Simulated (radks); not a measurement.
Dynamic dipole polarisability and lines of the aluminium ion Al2+, [Ne] 3s1. Calculated with a radial shooting solver on a logarithmic mesh with Libxc functionals: non-relativistic Kohn-Sham, exchange-only LDA, spin-polarised, spherical densities, point nucleus; open shells are filled with parallel spins first. Time-dependent linear response with the Hartree and adiabatic exchange-only LDA kernel, continuum included through the Sternheimer equations. Lines are the poles of the dipole polarisability below minus the highest occupied eigenvalue, found on a grid refined at the orbital gaps; the lowest seven at most are given, and weak or close lines can be missed. The first line takes the name of the lowest orbital gap if no other gap lies below it; otherwise a line is named after a gap within 0.6 % of it, if that gap stands alone.

photon energy (eV),alpha (bohr^3)
0,12.92
1.172,13.29
2.735,15.22
4.298,20.67
5.861,43.70
7.423,-88.60
8.986,-18.21
10.549,-9.156
12.112,-5.678
13.675,-3.854
15.237,-2.689
16.800,-0.5210
18.363,-1.802
19.926,-0.9302

Lines (eV, oscillator strength): 6.951 (178.4 nm, 3s-3p), f = 0.817; 16.983 (73.01 nm, unassigned), f = 0.0135. Higher lines, where found, are left out when the end of the mesh affects them. Those listed give 97 % of the static polarisability (sum of f/w^2). Orbital energy gaps for comparison: 3s-3p 6.471 eV; 3s-4p 17.175 eV. At laser wavelengths: 1550 nm 13.09, 1064 nm 13.28, 780 nm 13.61, 532 nm 14.51, 355 nm 17.15, 266 nm 23.15, 193 nm 86.24 bohr^3.
